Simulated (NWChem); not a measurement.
System: SnHOF, singlet; SMILES [OH][Sn][F]

Here is an NWChem input.

```
start job
memory heap 200 mb stack 900 mb global 1100 mb
geometry units angstroms noautoz
  Sn     0.345144     0.058596     0.000000
  F     -0.918919    -1.445381     0.000000
  O     -1.089023     1.434205     0.000000
  H     -1.974191     1.043910     0.000000
end
basis spherical
  Sn library def2-svp
  F library def2-svp
  O library def2-svp
  H library def2-svp
end
ecp
  Sn library def2-ecp
end
dft
  xc xwpbe 1.00 cpbe96 1.0 hfexch 1.00
  cam 0.15 cam_alpha 0.0 cam_beta 1.0
  iterations 150
  vectors input atomic output neutral.movecs
end
task dft energy
charge 1
dft
  odft
  mult 2
  vectors input atomic output cation.movecs
end
task dft energy
```

Low-valent species are run as closed-shell singlets; no triplet was tried in these runs. Geometry: optimised at PBE0/def2-SVP. def2 effective core potentials on Sn; no spin-orbit coupling.

Ions are spin-unrestricted doublets at the neutral geometry; other ion states weren't tried. Functional: LC-ωPBE (HJS hole) with def2-SVP; the question gives the range parameter ω in 1/bohr.

Predict the main results of this run. (LC-wPBE (HJS exchange hole, range parameter 0.15 per bohr)/def2-SVP with def2 effective core potentials on Sn, vertical spin-unrestricted ions.) Quantities: vertical ionisation energy, ΔSCF (eV); −ε(HOMO) (eV).


- vertical ionisation energy, ΔSCF (eV) = 10.19
- −ε(HOMO) (eV) = 8.71
